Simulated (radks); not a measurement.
Task: Radial electron density D(r) = 4 pi r^2 rho(r) of an atom or ion with 4 electrons. All-electron calculation, Dirac Kohn-Sham, PBE, spin-unpolarised, spherical densities, point nucleus. Program: a radial shooting solver on a logarithmic mesh with Libxc functionals.

r (bohr)  D(r) (e/bohr)
0.02969          0.3047
0.03685          0.4431
0.04573          0.6356
0.05676          0.8965
0.07044           1.238
0.08743           1.667
0.1085            2.174
0.1357            2.748
0.1685            3.282
0.2091            3.698
0.2595            3.885
0.3221            3.748
0.3997            3.267
0.4961            2.526
0.6157            1.711
0.7642            1.034
0.9484           0.6296
1.177            0.4980
1.461            0.5421
1.813            0.6266
2.25             0.6481
2.793            0.5676
3.466            0.4109
4.302            0.2411
5.339            0.1128
6.626           0.04114
8.224           0.01104
10.21          0.002002

What is the nuclear charge?

Result: Z = 4. The innermost maximum, from 1s, lies near gamma/Z bohr with gamma = sqrt(1 - (Z/c)^2) = 1.000, here 0.25 bohr (found: 0.266), and its height grows with Z. The density is that of neutral beryllium in [He] 2s0.5 2p1.5; the configuration itself is not fixed sharply by these data. D(r) has 2 maxima, at r = 0.266, 2.13 bohr, and minima at 1.22 bohr, inside which lie 2.13 electrons.
